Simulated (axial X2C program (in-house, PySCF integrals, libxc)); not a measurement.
**NSnN⁺: properties at the nuclei**

Calculated with an axial X2C code built on PySCF integrals: two-component X2C with atomic mean-field Coulomb and Gaunt terms, Gaussian nuclei, basis N dyall-av3z, Sn dyall-v3z with contracted cores.

N–Sn–N held linear, with bonds 1.994 and 1.994 Å (near the PBE0 minimum at charge 1 of the determinant lowest at the starting distance; the state shown can have its own minimum elsewhere, held linear; other orders of the atoms were not compared).

Input and command:
```json
{"zs": [7, 50, 7], "q": 1, "bas": ["dyall-av3z", "dyall-v3z", "dyall-av3z"], "r0": [1.9, 1.9], "symm": 1, "scan": ["PBE0", "HF", "BHandHLYP"], "levels": ["PBE0", "HF", "r2SCAN"], "nst": 2}
```
```bash
python solin.py task.json out
```

Keys: zs atomic numbers; q charge; bas basis sets; r0 starting distance in Å; symm equal bonds; scan levels of the two-bond scan; levels methods; nst determinants followed.

Determinant lowest in the PBE0 search, Ω = 5/2 (⟨Sz⟩ = 1.50, ⟨Lz⟩ = 1.00 at PBE0), spin on the atoms N 0.86, Sn -0.22, N 0.86:

```csv
level,A∥/gI N (MHz),qzz N (a.u.),A∥/gI Sn (MHz),qzz Sn (a.u.)
PBE0,-17.5,0.08,-5.21,-6.28
HF,-17.7,0.03,-639,-6.94
r2SCAN,-1.79,0.09,10.5,-5.88
```

A∥ (defined per Ω) follows by multiplying with gI = μI/(I μN); qzz is the electric field gradient, eQq0 = 234.96 MHz × Q/barn × qzz. The operators were transformed with the bare-nucleus X2C matrices; with these basis sets, hyperfine constants and field gradients can be off by tens of per cent, and where levels differ in sign neither size nor sign is settled.

The molecule was held linear; bending was not examined, so a bent shape may lie lower.

Each state is one determinant with collinear spin, which with several unpaired electrons need not be a pure state. Unrestricted Hartree–Fock can overshoot spin polarisation at the nuclei. With several open shells hyperfine constants can be off by a factor of several. The search compared states at one distance, so a state with another bond length can lie lower. Further determinants of the search, some of them spin-mixed, are not shown. Where a field gradient or hyperfine factor spreads by more than a factor of two over the levels, a constant derived from it is not to be relied on.
